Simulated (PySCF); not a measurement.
Working out the ionisation energy of Ag²⁺

Ag²⁺ [Kr] 4d9 (2D) → Ag³⁺ [Kr] 4d8 (3F). All numbers are calculated (PySCF 2.14, a scalar-relativistic core potential, in aug-cc-pwCVDZ-PP with ECP28MDF). Frozen: nothing. Energies in hartree (1 hartree = 27.21139 eV):

| part | Ag²⁺ (lower) | Ag³⁺ (upper) |
| --- | --- | --- |
| UHF | -145.096371 | -143.888511 |
| MP2 opposite-spin | -0.349076 | -0.309699 |
| MP2 same-spin | -0.166354 | -0.142593 |

**Question.** What does Hartree-Fock give?

**Answer.** (-143.888511) − (-145.096371) = 1.207860 hartree = 32.868 eV.

**Question.** What do MP2 and SCS-MP2 (6/5 opposite-spin, 1/3 same-spin) give?

**Answer.** The opposite-spin parts differ by 1.072 eV and the same-spin parts by 0.647 eV. MP2: 32.868 + (1.072) + (0.647) = 34.587 eV. SCS-MP2: 32.868 + 1.2 × (1.072) + (0.647)/3 = 34.370 eV.

Reference: 34.8 ± 0.3 eV (semi-empirical (NIST evaluation); NIST Atomic Spectra Database, ionization energies), between the lowest levels; spin-orbit coupling is absent from the calculation.

A double-zeta basis recovers only part of the correlation energy.

What remains against the reference includes basis incompleteness and correlation beyond second order.
